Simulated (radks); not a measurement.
All-electron atom: Mo V in [Kr] 4d1.5 4f0.5 (fractional occupations, a model configuration). Calculated with a radial shooting solver on a logarithmic mesh with Libxc functionals: scalar-relativistic Kohn-Sham, PBE, spin-polarised, spherical densities, finite nucleus; open shells are filled with parallel spins first (spin-orbit coupling, left out, can overturn this in heavy ions); Fermi nuclear charge, rms radius 4.4091 fm.

Normalised radial functions P(r) = r R(r), r in bohr:

r,4p up,4p down
0.005793,0.0117,0.0118
0.008852,0.0246,0.0248
0.01363,0.0511,0.0515
0.02083,0.0997,0.1004
0.03209,0.1815,0.1828
0.04943,0.2874,0.2895
0.07554,0.3556,0.3580
0.1164,0.2534,0.2551
0.1792,-0.1203,-0.1213
0.2739,-0.5172,-0.5208
0.4218,-0.3628,-0.3644
0.6446,0.4424,0.4473
0.9929,1.0400,1.0437
1.529,0.7489,0.7440
2.337,0.2155,0.2141
3.6,0.0185,0.0182
5.545,0.0003,0.0003
8.473,0.0000,0.0000

4p up: eigenvalue -87.959 eV, 2 radial nodes at r = 0.160, 0.522 bohr, <r> = 1.19 bohr, 90 % of the charge inside 1.74 bohr. 4p down: eigenvalue -86.423 eV, 2 radial nodes at r = 0.160, 0.522 bohr, <r> = 1.18 bohr, 90 % of the charge inside 1.74 bohr.
